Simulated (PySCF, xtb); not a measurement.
Sn(F)(NH2) (FH2NSn), SMILES [NH2][Sn][F] (connectivity only; charge and spin as stated), neutral, multiplicity 1.

GFN2-xTB (xtb) at its own geometry gives an orbital gap of 3.74 eV and a dipole moment of 5.27 D.

Geometry optimised at PBE-D3(BJ)/def2-TZVP. The def2 effective core potentials stand for the cores of Sn; spin–orbit coupling is left out. Other conformers were not sampled.

Task: What does CAM-B3LYP/def2-TZVPD in PySCF give? (The exact figures need the calculation; the answer reports its results.)

Result: gap 7.82 eV (levels -8.98 and -1.17 eV), dipole 3.15 D.
